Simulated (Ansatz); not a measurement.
Ansatz (an electronic-structure program) input:
A basis named .json is the Basis Set Exchange file of that set.

Ansatz 0.2 input:
```yaml
crystal:
  periodic: [false, false, false]
  atoms:
    - {symbol: Si, position_ang: [-0.05852926, -0.03772682, 0.36149141]}
    - {symbol: O, position_ang: [-0.86889418, 1.27012296, -0.22703814]}
    - {symbol: O, position_ang: [-0.57424114, -1.37217834, -0.45509282]}
    - {symbol: O, position_ang: [1.54566264, 0.16814249, 0.04889653]}
    - {symbol: H, position_ang: [-0.63338032, 2.13481091, 0.12197429]}
    - {symbol: H, position_ang: [-1.50996440, -1.58949301, -0.40863854]}
    - {symbol: H, position_ang: [2.14253586, -0.54583927, 0.29165997]}
basis:
  gaussian:
    orbitals: aug-cc-pV_D+d_Z.json
magnetization: {spin_polarized: true, initial_magnetization: 1}
correlation: {method: ccsd_t, electrons: outside_noble_gas}
output: {forces: true}
```

Q: Predict the final energy.

A: -516.14526 Eh (CCSD(T)/aug-cc-pV(D+d)Z). The basis has 128 functions.

It need not be the lowest isomer of its formula.
